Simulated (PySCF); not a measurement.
**Two-component Hartree-Fock for B⁺ (boron, charge +1)**

Start: [He] 2s2. Calculated with PySCF 2.14 in x2c-TZVPall-2c: generalised Hartree-Fock with the X2C-1e Hamiltonian and a Gaussian nucleus; one run each with spin-orbit coupling (SO) switched off, then screened by Boettger's factors. This is a chosen level, not necessarily the ground level.

```
spinor shell  electrons  ε, spin-free (eV)  ε, screened SO (eV)  weight of nominal j (screened SO)  rms radius, screened SO (bohr)
       1s1/2          2            -222.81              -222.81                              1.000                           0.378
       2s1/2          2            -23.781              -23.781                              1.000                            1.96
```

```
   quantity  spin-free  screened SO
E (hartree)  -24.24366    -24.24366
        M_J          0            0
       ⟨J²⟩      0.000        0.000
       ⟨L²⟩      0.000        0.000
       ⟨S²⟩      0.000        0.000
```

Without spin-orbit coupling the j labels of p, d and f shells carry no meaning; the spin-free column gives the mean over the occupied spinors of each nl shell.
